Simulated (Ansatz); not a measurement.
`O[SiH](F)CS` + `[SiH3]S` → `[SiH3]SCS` + `O[SiH2]F`  (substitution at a C–Si bond)

Calculated with Ansatz (gas phase, PBE0-D4/def2-TZVP geometries, no zero-point term in ΔE). CCSD(T)/CBS adds triple-zeta CCSD(T) − MP2 to the extrapolated MP2 energy (def2 sets, frozen cores). DFT in def2-TZVPP. B3LYP here is the variant with VWN-RPA as its local correlation; programs differ in this. One conformer a species, not always the lowest.

`O[SiH](F)CS`:

Cartesian coordinates in Å:
```
O -0.724 1.549 0.705
Si 0.602 0.878 0.038
F 1.760 0.723 1.127
C 0.262 -0.843 -0.610
S -0.867 -1.753 0.493
H -1.177 1.013 1.362
H 1.073 1.820 -0.997
H -0.127 -0.852 -1.629
H 1.189 -1.421 -0.618
H -1.990 -1.112 0.131
```

`[SiH3]S`:

Z-matrix (Å, degrees):
```
Si
S 1 2.137
H 1 1.485 2 111.6
H 1 1.485 2 111.6 3 -122.0
H 1 1.482 2 104.8 3 119.0
H 2 1.344 1 94.7 3 60.9
```

`[SiH3]SCS`:

Cartesian coordinates in Å:
```
Si 0.431 0.824 -1.377
S -1.128 0.840 0.087
C -0.826 -0.756 0.898
S 0.861 -1.075 1.445
H 0.513 -0.522 -2.001
H -0.003 1.833 -2.375
H 1.757 1.210 -0.840
H -1.520 -0.803 1.736
H -1.063 -1.571 0.212
H 0.978 0.019 2.216
```

`O[SiH2]F`:

Z-matrix (Å, degrees):
```
Si
F 1 1.596
O 1 1.630 2 111.0
H 1 1.482 2 106.0 3 121.4
H 1 1.474 2 108.2 3 -116.3
H 3 0.958 1 119.1 2 71.8
```

Question: Is it downhill or uphill in electronic energy at CCSD(T)/CBS, and by how much? (An estimate is asked.)

Answer: Computed: Uphill: ΔE = +54.5 kJ/mol.

Question: What do these levels give: PBE-D4, B3LYP-D4, ωB97X-V, B2PLYP, PBE, B3LYP, HF/def2-TZVPP, MP2/def2-TZVPP, SCS-MP2/def2-TZVPP, HF/CBS(def2), MP2/CBS(def2), CCSD/CBS(def2)? (An estimate is asked.)

Answer: Ansatz gave: PBE-D4 52.5, B3LYP-D4 53.5, ωB97X-V 55.8, B2PLYP 55.1, PBE 54.5, B3LYP 56.9, HF/def2-TZVPP 59.3, MP2/def2-TZVPP 51.9, SCS-MP2/def2-TZVPP 51.2, HF/CBS(def2) 59.3, MP2/CBS(def2) 49.8, CCSD/CBS(def2) 56.7 kJ/mol.

Largest T1 diagnostic among the species: 0.011.

The D4 term adds −3.4 kJ/mol with B3LYP and −1.7 kJ/mol with PBE0; it sums over pairs of atoms, weighted by their polarisabilities, and B3LYP, whose exchange is more repulsive, gets the larger term.
